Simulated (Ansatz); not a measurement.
**Relaxing a trial structure of C6H8Si**

The starting geometry of this gas-phase singlet was optimised with GFN2-xTB; its bonds are those of `C#C/C([SiH3])=C/C=C`.

```xyz
15

C    -1.7872    3.4706    0.7795
C    -1.4785    2.3161    0.6429
C    -1.1319    0.9661    0.4478
C    -0.6864    0.2450    1.4982
C    -0.2939   -1.1346    1.4317
C     0.1458   -1.8240    2.4833
Si   -1.3296    0.3025   -1.3181
H    -2.0526    4.4771    0.9107
H    -0.0213   -0.1238   -1.8257
H    -2.2578   -0.8327   -1.3122
H    -1.8641    1.3792   -2.1509
H    -0.6080    0.7161    2.4731
H    -0.3685   -1.6121    0.4628
H     0.4361   -2.8577    2.4086
H     0.2314   -1.3709    3.4579
```

Problem. Predict what it relaxes into with r2SCAN-D4/def2-SVP.

Solution. It keeps its bonds, and is `C#C/C([SiH3])=C/C=C`.

The energy falls by 0.11 eV over 9 steps:

```json
{"step": "1", "E − E(last) (eV)": "0.106"}
{"step": "2", "E − E(last) (eV)": "0.007"}
{"step": "3", "E − E(last) (eV)": "0.001"}
{"step": "4", "E − E(last) (eV)": "0.001"}
{"step": "5", "E − E(last) (eV)": "0.000"}
{"step": "6", "E − E(last) (eV)": "0.000"}
{"step": "7", "E − E(last) (eV)": "0.000"}
{"step": "8", "E − E(last) (eV)": "0.000"}
{"step": "9", "E − E(last) (eV)": "0.000"}
```

Final geometry (Å):

```xyz
15

C    -1.8130    3.5290    0.7536
C    -1.4913    2.3546    0.6556
C    -1.1353    0.9967    0.4683
C    -0.6785    0.2403    1.5159
C    -0.2889   -1.1461    1.4303
C     0.1579   -1.8628    2.4828
Si   -1.3260    0.3108   -1.2917
H    -2.0918    4.5610    0.8572
H    -0.0072   -0.1518   -1.8223
H    -2.2615   -0.8551   -1.3049
H    -1.8630    1.3879   -2.1675
H    -0.5960    0.7114    2.5051
H    -0.3634   -1.6362    0.4503
H     0.4446   -2.9124    2.3804
H     0.2466   -1.4104    3.4763
```

No frequencies were run, so the end isn't proven a minimum. Run with Ansatz 0.2.0, 17 s on 2 threads of Intel(R) Xeon(R) 6975P-C (Granite Rapids), with other jobs on the host.
